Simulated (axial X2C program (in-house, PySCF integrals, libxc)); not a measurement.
# BrZrBr⁺: the levels of the configuration d1 s0 p(π)0

Computed with an axial X2C code built on PySCF integrals: two-component X2C with atomic mean-field Coulomb and Gaunt terms, basis Br dyall-v3z, Zr dyall-v3z (cores contracted in-house). Orbitals come from Hartree–Fock averaged over the configuration Zr d1 s0 p(π)0; CI then distributes these electrons over the d, s, p(π) shells of Zr.

Br–Zr–Br held linear, both bonds 2.499 Å (near the minimum of the configuration average).

Lowest levels of this model:

| Ω | energy (cm⁻¹) | g∥ | configuration |
| --- | --- | --- | --- |
| 3/2 | 0 | 2.00 | 100% d1 |
| 5/2 | 661 | 6.00 | 100% d1 |
| 1/2 | 7074 | 1.99 | 100% d1 |
| 1/2 | 11461 | 0.01 | 100% d1 |
| 3/2 | 12410 | 4.00 | 100% d1 |

g∥ is the magnitude of 2⟨Lz + ge Sz⟩ for the +Ω component.

**Question.** From Ω and g∥ of the lowest level, whose 2⟨Lz + ge Sz⟩ is positive, find ⟨Sz⟩ and ⟨Lz⟩ (ge = 2.0023).

**Answer.** Ω = ⟨Lz⟩ + ⟨Sz⟩ = 3/2 and ⟨Lz⟩ + ge⟨Sz⟩ = 1.000, so ⟨Sz⟩ = -0.50 and ⟨Lz⟩ = 2.00.

Occupations of the active spinors in the lowest level by ω, shell by shell in order of energy: -5/2: 0.00; -3/2: 0.00 0.00 0.00; -1/2: 0.00 0.00 0.00 0.00; 1/2: 0.00 0.00 0.00 0.00; 3/2: 1.00 0.00 0.00; 5/2: 0.00. The leading determinant has weight 1.00 among 3.

This point took 4 s on 1 thread of Intel(R) Xeon(R) 6975P-C (Granite Rapids) (shared host).

There is no dynamic correlation: spin–orbit spacings and, for f shells, spacings inside one term are the most reliable numbers, splittings between terms come out too wide, and energies between configurations are not reliable, so the lowest level need not be the ground state of the molecule. For d shells the ligand-field splittings (σ, π, δ) and their order can be off by a thousand cm⁻¹ or more. At most 6 roots were kept for each Ω > 0 (twice that for Ω = 0) within 3.2 eV of the lowest, so higher up levels can be missing between those listed; levels with Ω > 0 are doubly degenerate and listed once, Ω = 0 levels singly. Some active spinors are only partly of the character that their shell is named for, so the shell names and counts are nominal. States that fill the shells left empty in the average are placed too high. The molecule was held linear; bending was not examined.
